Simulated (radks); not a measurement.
The copper ion Cu+, 28 electrons, occupied as [Ar] 3d10. All-electron calculation, scalar-relativistic Kohn-Sham, SCAN, spin-polarised, spherical densities, finite nucleus; meta-GGA in the generalised Kohn-Sham scheme; Fermi nuclear charge, rms radius 3.8823 fm. Program: a radial shooting solver on a logarithmic mesh with Libxc functionals.

Normalised radial functions P(r) = r R(r), r in bohr:

r	2p	3p
0.007662	0.0408	0.0153
0.01152	0.0856	0.0320
0.01719	0.1729	0.0646
0.02585	0.3415	0.1272
0.03887	0.6369	0.2357
0.05845	1.0903	0.3971
0.0872	1.6388	0.5736
0.1311	2.0814	0.6483
0.1972	2.0480	0.4094
0.2942	1.4156	-0.2302
0.4424	0.5862	-0.9844
0.6653	0.1195	-1.2343
1	0.0091	-0.8380
1.493	0.0002	-0.3282
2.245	0.0000	-0.0636
3.375	0.0000	-0.0047
5.035	0.0000	-0.0001
7.572	0.0000	0.0000

2p: eigenvalue -932.86 eV, 0 radial nodes, <r> = 0.206 bohr, 90 % of the charge inside 0.337 bohr. 3p: eigenvalue -83.159 eV, 1 radial node at r = 0.260 bohr, <r> = 0.750 bohr, 90 % of the charge inside 1.16 bohr.

Empty levels of this run are not shown, since the potential may be unsettled where no density lies.
